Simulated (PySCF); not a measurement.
Isomers of C6H11F3NP.

All values: PBE0/pcSseg-1 (PySCF) at GFN2-xTB geometries, gas phase, one conformer each.

**Question.** Rank by HOMO–LUMO gap, lowest first.
A. `[CH2:1]=[CH:2][P:3]([CH2:4][N:5]([CH3:6])[CH3:7])[C:8]([F:9])([F:10])[F:11]` with C1–C2–P3–C4 -43°, C2–P3–C4–N5 79°, P3–C4–N5–C6 -165°
B. `[CH2:1]=[CH:2][P@:3]([CH2:4][CH3:5])(=[N:6][CH3:7])[C:8]([F:9])([F:10])[F:11]` with C1–C2–P3–C4 -44°, C2–P3–C4–C5 -71°
C. `[CH3:1]/[CH:2]=[CH:3]/[P@:4]([CH3:5])(=[N:6][CH3:7])[C:8]([F:9])([F:10])[F:11]` with C2–C3–P4–C5 138°
D. `[CH3:1][CH2:2][N:3]([CH2:4][CH3:5])/[P:6]=[CH:7]/[C:8]([F:9])([F:10])[F:11]` with C1–C2–N3–C4 71°, C2–N3–C4–C5 -101°, C2–N3–P6–C7 179°
E. `[CH3:1][P:2]([N:3]1[CH2:4][CH2:5][CH2:6][CH2:7]1)[C:8]([F:9])([F:10])[F:11]` with C1–P2–N3–C4 -65°, P2–N3–C4–C5 -85°, N3–C4–C5–C6 -26°, C4–C5–C6–C7 3°, C5–C6–C7–N3 21°
F. `[CH3:1][N:2]=[P:3]1([C:4]([F:5])([F:6])[F:7])[CH2:8][CH2:9][CH2:10][CH2:11]1` with N2–P3–C8–C9 -121°, P3–C8–C9–C10 -37°, C8–C9–C10–C11 51°, C9–C10–C11–P3 -38°

**Answer.** D (5.16 eV), B (5.39 eV), C (5.75 eV), A (6.27 eV), E (6.48 eV), F (7.17 eV).

**Question.** Rank by the lowest IAO charge on any atom, highest value first.
A. `[CH3:1]/[CH:2]=[CH:3]/[P@:4]([CH3:5])(=[N:6][CH3:7])[C:8]([F:9])([F:10])[F:11]` with C2–C3–P4–C5 138°
B. `[CH3:1][P:2]([N:3]1[CH2:4][CH2:5][CH2:6][CH2:7]1)[C:8]([F:9])([F:10])[F:11]` with C1–P2–N3–C4 -65°, P2–N3–C4–C5 -85°, N3–C4–C5–C6 -26°, C4–C5–C6–C7 3°, C5–C6–C7–N3 21°
C. `[CH3:1][N:2]=[P:3]1([C:4]([F:5])([F:6])[F:7])[CH2:8][CH2:9][CH2:10][CH2:11]1` with N2–P3–C8–C9 -121°, P3–C8–C9–C10 -37°, C8–C9–C10–C11 51°, C9–C10–C11–P3 -38°
D. `[CH2:1]=[CH:2][P:3]([CH2:4][N:5]([CH3:6])[CH3:7])[C:8]([F:9])([F:10])[F:11]` with C1–C2–P3–C4 -43°, C2–P3–C4–N5 79°, P3–C4–N5–C6 -165°
E. `[CH3:1][CH2:2][N:3]([CH2:4][CH3:5])/[P:6]=[CH:7]/[C:8]([F:9])([F:10])[F:11]` with C1–C2–N3–C4 71°, C2–N3–C4–C5 -101°, C2–N3–P6–C7 179°

**Answer.** D (-0.349 e), E (-0.589 e), B (-0.619 e), C (-0.781 e), A (-0.799 e).

**Question.** Rank by HOMO energy, lowest first.
A. `[CH2:1]=[CH:2][P:3]([CH2:4][N:5]([CH3:6])[CH3:7])[C:8]([F:9])([F:10])[F:11]` with C1–C2–P3–C4 -43°, C2–P3–C4–N5 79°, P3–C4–N5–C6 -165°
B. `[CH3:1][P:2]([N:3]1[CH2:4][CH2:5][CH2:6][CH2:7]1)[C:8]([F:9])([F:10])[F:11]` with C1–P2–N3–C4 -65°, P2–N3–C4–C5 -85°, N3–C4–C5–C6 -26°, C4–C5–C6–C7 3°, C5–C6–C7–N3 21°
C. `[CH3:1][N:2]=[P:3]1([C:4]([F:5])([F:6])[F:7])[CH2:8][CH2:9][CH2:10][CH2:11]1` with N2–P3–C8–C9 -121°, P3–C8–C9–C10 -37°, C8–C9–C10–C11 51°, C9–C10–C11–P3 -38°

**Answer.** A (-6.62 eV), C (-6.38 eV), B (-6.22 eV).

All values together:

| SMILES | μ (D) | HOMO (eV) | LUMO (eV) | lowest IAO charge (e) | highest IAO charge (e) | lowest Hirshfeld charge (e) | highest Hirshfeld charge (e) |
| --- | --- | --- | --- | --- | --- | --- | --- |
| CP(N1CCCC1)C(F)(F)F | 3.09 | -6.22 | 0.27 | -0.619 (C) | +0.623 (C) | -0.173 (C) | +0.205 (C) |
| C/C=C/[P@](C)(=NC)C(F)(F)F | 2.93 | -6.34 | -0.59 | -0.799 (N) | +1.314 (P) | -0.297 (N) | +0.371 (P) |
| CCN(CC)/P=C/C(F)(F)F | 5.75 | -6.65 | -1.49 | -0.589 (C) | +0.801 (C) | -0.202 (C) | +0.236 (C) |
| CN=P1(C(F)(F)F)CCCC1 | 3.17 | -6.38 | 0.79 | -0.781 (N) | +1.274 (P) | -0.306 (N) | +0.372 (P) |
| C=CP(CN(C)C)C(F)(F)F | 2.89 | -6.62 | -0.35 | -0.349 (C) | +0.625 (C) | -0.105 (C) | +0.209 (C) |
| C=C[P@](CC)(=NC)C(F)(F)F | 3.16 | -6.47 | -1.09 | -0.782 (N) | +1.289 (P) | -0.297 (N) | +0.372 (P) |

Conformers: `[CH3:1][P:2]([N:3]1[CH2:4][CH2:5][CH2:6][CH2:7]1)[C:8]([F:9])([F:10])[F:11]` with C1–P2–N3–C4 -65°, P2–N3–C4–C5 -85°, N3–C4–C5–C6 -26°, C4–C5–C6–C7 3°, C5–C6–C7–N3 21°; `[CH3:1]/[CH:2]=[CH:3]/[P@:4]([CH3:5])(=[N:6][CH3:7])[C:8]([F:9])([F:10])[F:11]` with C2–C3–P4–C5 138°; `[CH3:1][CH2:2][N:3]([CH2:4][CH3:5])/[P:6]=[CH:7]/[C:8]([F:9])([F:10])[F:11]` with C1–C2–N3–C4 71°, C2–N3–C4–C5 -101°, C2–N3–P6–C7 179°; `[CH3:1][N:2]=[P:3]1([C:4]([F:5])([F:6])[F:7])[CH2:8][CH2:9][CH2:10][CH2:11]1` with N2–P3–C8–C9 -121°, P3–C8–C9–C10 -37°, C8–C9–C10–C11 51°, C9–C10–C11–P3 -38°; `[CH2:1]=[CH:2][P:3]([CH2:4][N:5]([CH3:6])[CH3:7])[C:8]([F:9])([F:10])[F:11]` with C1–C2–P3–C4 -43°, C2–P3–C4–N5 79°, P3–C4–N5–C6 -165°; `[CH2:1]=[CH:2][P@:3]([CH2:4][CH3:5])(=[N:6][CH3:7])[C:8]([F:9])([F:10])[F:11]` with C1–C2–P3–C4 -44°, C2–P3–C4–C5 -71°.
